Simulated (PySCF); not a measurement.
B3LYP has the VWN-RPA correlation part, as in Gaussian. Delta-SCF ions had no search for a lower state. Excitations are Tamm–Dancoff values on a coarser integration grid. The basis has no diffuse functions, so Rydberg states are missing or too high.

## C4H9F, SMILES `CCCCF` (C–C–C–C torsion 179°, C–C–C–F torsion -64°) (charge 0, multiplicity 1)

Calculation: PySCF with B3LYP-D3(BJ)/def2-TZVP.

```json
{
  "HOMO": "-8.88 eV",
  "dipole_moment": "1.83 D",
  "HOMO–LUMO gap": "9.80 eV",
  "LUMO": "0.92 eV",
  "S1 excitation (TDA)": "8.83 eV",
  "S1 oscillator strength": "0.001",
  "brightest of the four lowest singlets (TDA)": "9.35 eV",
  "T1 excitation (TDA)": "8.63 eV",
  "S1–T1 gap (TDA)": "0.20 eV",
  "vertical ionisation energy (Delta-SCF)": "11.16 eV",
  "total_energy": "-257.8142 Ha",
  "cost": "around 2.6 core-minutes (rough)"
}
```

```xyz
14

C     -1.9529    -0.1326    -0.1802
C     -0.4964    -0.5848    -0.1450
C      0.4848     0.5827    -0.2212
C      1.9356     0.1627    -0.1663
F      2.2217    -0.4371     1.0677
H     -2.6347    -0.9830    -0.1273
H     -2.1750     0.4158    -1.0991
H     -2.1791     0.5274     0.6607
H     -0.3060    -1.1503     0.7699
H     -0.3028    -1.2698    -0.9772
H      0.2926     1.2881     0.5932
H      0.3349     1.1361    -1.1554
H      2.1706    -0.5733    -0.9402
H      2.6067     1.0181    -0.2696
```
